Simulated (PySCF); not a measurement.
C2H4Cl4Si2, SMILES [SiH](Cl)(Cl)/C=C/[SiH](Cl)Cl at its PBE0/def2-SVP optimised geometry (Å):

```
12

Si     2.2164    -0.2888    -0.9837
Cl     2.9010    -2.2311    -0.9939
Cl     2.8989     0.6548    -2.6822
C      0.3567    -0.2889    -0.9833
C     -0.3565     0.2888     0.0000
Si    -2.2162     0.2888     0.0000
Cl    -2.8989    -0.6460     1.7033
Cl    -2.9010     2.2311     0.0000
H      2.7486     0.4103     0.2107
H     -0.1625    -0.7796    -1.8191
H      0.1627     0.7793     0.8360
H     -2.7482    -0.4163    -1.1909
```

Computed with PBE0/def2-TZVP (PySCF).

Map of the electron localisation function on the plane z = 0.6 Å:

```
|                           |
|                           |
|                           |
|    .:::.                  |
|  .-+***=:                 |
| .=*#%%%#=.                |
| :*%%%%%%+.                |
| -*%@##%#+                 |
| -*%%##%*:   -+:   .==.    |
| :=*##%#+. .+%@#  .%@@%-   |
|  .:=+**-.:=%@@@. =@@@@%.  |
|    .::  =**@@@@  %@@@@@=  |
|    :-.  +%#%@@*  %@@@@@+  |
|  .:=*=  =%#*#*:  %@@@@%.  |
| .:=*##*--+*++=.  =%@%*.   |
| .-+*##*-.:-=+=.   .:.     |
| .-=***+:  .-+-.           |
|  :=+++=.   .-.    .....   |
|  .:-=-:.         .-===:.  |
|    ....          :=+++-.  |
|                 .:=++=:.  |
|                  .---:.   |
|                   ....    |
|                           |
|                           |
|                           |
|                           |
```
Scale: ten equal steps from 0.000 (start of ' ') to 1.000 (end of '@'), in the order ' .:-=+*#%@'; x runs from -5.00 to 5.00, y from -5.00 (bottom) to 5.00 (top).
